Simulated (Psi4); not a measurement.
Conformational energy of SMILES [SiH2]([GeH3])[SeH]. Scanned: dihedral Ge1–Si2–Se3–H9; all other coordinates were relaxed at GFN2-xTB. Points at φ and −φ are mirror images. Heavy atoms are numbered in the order of the SMILES [GeH3][SiH2][SeH], hydrogens after them in the order of the atoms that carry them; the mirror image has the same energies with the sign of each dihedral reversed.

- PBE/def2-TZVP // GFN2-xTB (Psi4)
- PBE-D3(BJ)/def2-TZVP // GFN2-xTB (Psi4)
- B3LYP/def2-TZVP // GFN2-xTB (Psi4)
- MP2/cc-pVTZ = Psi4 with DF-MP2 (frozen core)/cc-pVTZ // GFN2-xTB

Energies relative to the lowest point of each profile, in kcal/mol; the last columns give the difference from MP2:

```tsv
φ / °	PBE/def2-TZVP	PBE-D3(BJ)/def2-TZVP	B3LYP/def2-TZVP	MP2/cc-pVTZ	PBE/def2-TZVP − MP2/cc-pVTZ	PBE-D3(BJ)/def2-TZVP − MP2/cc-pVTZ	B3LYP/def2-TZVP − MP2/cc-pVTZ
-160	0.84	0.87	0.79	0.58	0.26	0.28	0.21
-140	1.14	1.18	1.11	1.03	0.11	0.15	0.07
-120	1.24	1.28	1.21	1.27	-0.04	0.01	-0.07
-100	0.89	0.94	0.87	1.00	-0.11	-0.07	-0.14
-80	0.33	0.36	0.31	0.41	-0.09	-0.06	-0.10
-60	0.00	0.00	0.00	0.00	0.00	0.00	0.00
-40	0.14	0.11	0.17	0.05	0.10	0.06	0.12
-20	0.56	0.50	0.61	0.41	0.15	0.09	0.20
0	0.80	0.73	0.86	0.65	0.15	0.08	0.21
20	0.56	0.50	0.61	0.41	0.15	0.09	0.20
40	0.14	0.11	0.17	0.05	0.10	0.06	0.12
60	0.00	0.00	0.00	0.00	0.00	0.00	0.00
80	0.33	0.36	0.31	0.41	-0.09	-0.06	-0.10
100	0.89	0.94	0.87	1.00	-0.11	-0.07	-0.14
120	1.24	1.28	1.21	1.27	-0.04	0.01	-0.07
140	1.14	1.18	1.11	1.03	0.11	0.15	0.07
160	0.84	0.87	0.79	0.58	0.26	0.28	0.21
180	0.70	0.72	0.65	0.38	0.33	0.34	0.27
```

PBE/def2-TZVP is furthest from MP2/cc-pVTZ at 180 (0.33 kcal/mol, above); its mean absolute difference over the points is 0.12 kcal/mol.

PBE-D3(BJ)/def2-TZVP is furthest from MP2/cc-pVTZ at 180 (0.34 kcal/mol, above); its mean absolute difference over the points is 0.10 kcal/mol.

B3LYP/def2-TZVP is furthest from MP2/cc-pVTZ at 180 (0.27 kcal/mol, above); its mean absolute difference over the points is 0.13 kcal/mol.
